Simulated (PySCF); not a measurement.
Dipole moment and polarisability of `FC1=C(C(F)(F)F)C=CC1`

Compound: C6H4F4.
Cartesian coordinates in Å at the GFN2-xTB level; atoms count from 1:
```
atom  x, y, z in Å
F1    -0.0341   -2.0304   -1.1830
C2    -0.3028   -0.8971   -0.5469
C3     0.5644   -0.0388    0.0207
C4     2.0510   -0.1159    0.0950
F5     2.5613   -1.2026   -0.4914
F6     2.4888   -0.1232    1.3691
F7     2.6364    0.9484   -0.4878
C8    -0.2000    1.0570    0.5960
C9    -1.5046    0.8538    0.3742
C10   -1.7024   -0.4180   -0.3798
H11    0.2584    1.8807    1.1100
H12   -2.3167    1.4864    0.6760
H13   -2.3098   -1.1402    0.1697
H14   -2.1905   -0.2606   -1.3439
```

Level: wB97X-D/def2-SVPD (PySCF), static field, nuclei fixed, core orbitals frozen in the response. The polarisability tensor in these axes (au):

```
x   83.24  1.46  3.42
y    1.46 67.09  9.48
z    3.42  9.48 56.72
```

**Question.** What are the eigenvalues, a third of the trace, and Δα (Δα² = ½Σ(αi − αj)² over the three pairs)?

**Answer.** Principal values 50.95, 71.93 and 84.17 au; mean 69.02 au = 10.23 Å³ = 11.38 × 10⁻⁴⁰ C²·m²/J; Δα = 29.10 au (42 % of the mean).

**Question.** What is the dipole moment, and where does it point?

**Answer.** (-3.67, 0.83, 0.19) D, 3.77 D in size, pointing from the negative to the positive side. Measured along this direction, the outermost atoms are F5 at the negative end and H12 at the positive end.

**Question.** What depolarisation ratio follows for Rayleigh scattering of linearly polarised light, taking the static tensor?

**Answer.** ρ = 3Δα²/(45ᾱ² + 4Δα²) = 2540.0/(214340 + 3386.7) = 0.0117.

**Question.** Directions of the eigenvectors, and the extent of the frame along each?

**Answer.** Largest value along (0.97, 0.18, 0.18), where the nuclei span 5.04 Å; middle along (-0.25, 0.85, 0.47), 4.42 Å; least along (-0.07, -0.50, 0.86), 2.15 Å. The response follows the extents in order.

**Question.** Traceless (Buckingham) quadrupole moment about the centre of nuclear charge: eigenvalues?

**Answer.** -3.37, -2.03, 5.40 D·Å. The values depend on the origin, since the dipole doesn't vanish. The electronic extent ⟨r²⟩ about the same centre is 1307 bohr², a root-mean-square distance of 2.19 Å for the 76 electrons.

**Question.** Form Σ f/ω² (atomic units) for the 8 lowest TDDFT singlets, given as eV and f, and set it beside the mean polarisability, which is this sum over all singlets: 5.13, 0.0670; 6.83, 0.0008; 6.91, 0.0092; 7.28, 0.0261; 7.69, 0.0007; 8.03, 0.0009; 8.18, 0.7350; 8.37, 0.0002.

**Answer.** They add up to 10.57 au, 15.3 % of the 69.02 au; the largest single term is 8.14 au, from the state at 8.18 eV. Terms in order: 1.89, 0.01, 0.14, 0.36, 0.01, 0.01, 8.14, 0.00 au. Higher excitations give the rest. The strengths listed sum to 0.840.

Geometry: GFN2-xTB; no solvent, vibrations or thermal averaging.
